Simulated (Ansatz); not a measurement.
Species: C4H14Si2 (charge 0, singlet). 
Structure (B3LYP-D3(BJ)/def2-TZVP (Ansatz, an electronic-structure program) minimum search):
```xyz
20

C     -2.2358    -0.2077     0.9768
C     -1.2309     0.4059     0.0006
C     -1.4649    -0.1166    -1.4181
C      0.2326     0.1933     0.4834
Si     1.4136     1.4723    -0.2388
Si     0.9293    -1.5483     0.2742
H     -3.2601    -0.0078     0.6550
H     -2.1119     0.2049     1.9800
H     -2.1121    -1.2906     1.0415
H     -1.4206     1.4861    -0.0146
H     -0.7534     0.3031    -2.1301
H     -1.3732    -1.2053    -1.4578
H     -2.4702     0.1374    -1.7586
H      0.2646     0.3810     1.5647
H      1.4776     1.3777    -1.7165
H      2.7821     1.2747     0.2976
H      0.9515     2.8369     0.1189
H      2.1156    -1.6934     1.1509
H     -0.0536    -2.5963     0.6416
H      1.3565    -1.7938    -1.1245
```
Charge 0, spin multiplicity 1.

Dipole moments at this geometry, in debye (magnitudes).

```json
[
 {"level": "PBE/def2-TZVPD", "program": "Ansatz", "dipole (D)": "1.16"},
 {"level": "r2SCAN/def2-TZVPD", "program": "Ansatz", "dipole (D)": "[?]"},
 {"level": "B97M-V/def2-TZVPD", "program": "Ansatz", "dipole (D)": "1.31"},
 {"level": "B3LYP/def2-TZVPD", "program": "Ansatz", "dipole (D)": "1.11"},
 {"level": "BHLYP/def2-TZVPD", "program": "Ansatz", "dipole (D)": "1.09"},
 {"level": "CCSD(T)/aug-cc-pV(D+d)Z", "program": "Ansatz", "dipole (D)": "[?]"}
]
```

Some entries are withheld; supply them.


- r2SCAN/def2-TZVPD, dipole (D): 1.17
- CCSD(T)/aug-cc-pV(D+d)Z, dipole (D): 1.11
